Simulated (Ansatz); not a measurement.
One change: `OC=S` becomes `O[C](=S)[InH][F]`.

Ansatz, PBE0-D4/def2-TZVP geometries, multiplicity 1. Each molecule was computed in one conformer, which needn't be the lowest.

Elements past krypton have def2 core potentials.

```
                                                                                  property  `OC=S`
                                                     LUMO energy (ωB97M-V/def2-TZVPP) / eV    0.59
                                                        LUMO energy (PBE0/def2-TZVPP) / eV   -1.63
                                                       HOMO energy (B3LYP/def2-TZVPP) / eV   -6.52
                                                         LUMO energy (PBE/def2-TZVPP) / eV   -2.56
                                                        HOMO energy (PBE0/def2-TZVPP) / eV   -6.76
ideal-gas entropy at 298 K and 1 bar (rigid rotor, harmonic PBE0-D4/def2-TZVP) / J/(mol·K)     261
```

Task: What does the change do to each property? (An estimate is asked.)

Result: Ansatz gave: 
| property | `O[C](=S)[InH][F]` | shift |
| --- | --- | --- |
| LUMO energy (ωB97M-V/def2-TZVPP) / eV | -0.96 | -1.55 |
| LUMO energy (PBE0/def2-TZVPP) / eV | -2.68 | -1.05 |
| HOMO energy (B3LYP/def2-TZVPP) / eV | -6.32 | 0.20 |
| LUMO energy (PBE/def2-TZVPP) / eV | -3.40 | -0.84 |
| HOMO energy (PBE0/def2-TZVPP) / eV | -6.51 | 0.25 |
| ideal-gas entropy at 298 K and 1 bar (rigid rotor, harmonic PBE0-D4/def2-TZVP) / J/(mol·K) | 353 | 92 |

With PBE0 the HOMO rises by 0.25 eV and the LUMO falls by 1.05 eV, so the gap narrows by about 1.30 eV. PBE moves the HOMO by 0.11 eV and ωB97M-V by 0.37 eV. The zero-point energy changes by -4.8 kJ/mol with +6 modes.

B3LYP here is the variant with VWN-RPA as its local correlation; programs differ in this.
